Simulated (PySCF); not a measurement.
## Electron correlation in B (boron, neutral)

[He] 2s2 3s1, 2S determinant (an excited configuration). All numbers are calculated (PySCF 2.14, no relativity, point nucleus, in dyall-acv3z). Frozen: 1s2; 3 electrons correlated; the 18 highest virtual orbitals of each spin left out.

| level | correlation energy (mhartree) |
| --- | --- |
| CCSD | -68.53 |
| (T) | -0.77 |
| CCSD(T) | -69.30 |

Diagnostics: T1 = 0.020, D1 = 0.0464, largest double amplitude 0.140.

Q: Is a single reference adequate?

A: Mostly. T1 lies below 0.03, but a double amplitude of this size points to a near-degeneracy that CCSD handles and MP2 describes poorly.
